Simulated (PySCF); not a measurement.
SMILES CO[SiH2][SiH2]c1ccco1, singlet, GFN2-xTB optimised geometry. Atoms within 1.6 Å of the plane z = 0.0 Å (x, y, z in Å): C1 (-4.05, -1.78, 0.10), O2 (-2.66, -1.81, 0.07), Si3 (-1.64, -0.54, 0.07), Si4 (0.35, -1.68, 0.00), C5 (1.66, -0.34, 0.00), C6 (3.03, -0.34, 0.00), C7 (3.44, 1.01, 0.00), C8 (2.30, 1.75, 0.00), O9 (1.22, 0.95, 0.00), H10 (-4.41, -1.29, 1.01), H11 (-4.42, -2.80, 0.08), H12 (-4.45, -1.23, -0.76), H13 (-1.89, 0.30, 1.26), H14 (-1.95, 0.35, -1.06), H15 (0.60, -2.51, -1.19), H16 (0.66, -2.57, 1.13), H17 (3.66, -1.21, 0.00), H18 (4.45, 1.38, 0.00), H19 (2.13, 2.80, 0.00).

Calculation: PBE/def2-SVP run with PySCF 2.14.0. Cells within 0.4 Å of a nucleus heavier than hydrogen are left out (blank, or x).

Map of the HOMO−1 amplitude (bohr^(-3/2)) on the plane z = 0.0 Å; orbital energy -6.38 eV, overall sign arbitrary:

```
|6666666666666666666666666|
|6666666666666666666666666|
|6666666666666666666666666|
|6666666666666666666666666|
|6666666666666666666666666|
|6666666666666666666666666|
|6666666666666666666666666|
|6666666666666666666666666|
|6666666666666666666666666|
|6666666666666666x66666666|
|66666666776666x666xx66666|
|6666666788766666666666666|
|666666677876666x666666666|
|666776656x66666x6xx666666|
|6678974245666666666666666|
|6679xx0x0566xx66666666666|
|6667972x25666666666666666|
|6666765556666666666666666|
|6666666666666666666666666|
|6666666666666666666666666|
|6666666666666666666666666|
|6666666666666666666666666|
|6666666666666666666666666|
|6666666666666666666666666|
|6666666666666666666666666|
```
Scale: ten equal steps from -0.037 (start of '0') to 0.022 (end of '9'), in the order '0123456789'; x runs from -6.50 to 6.50, y from -6.50 (bottom) to 6.50 (top).
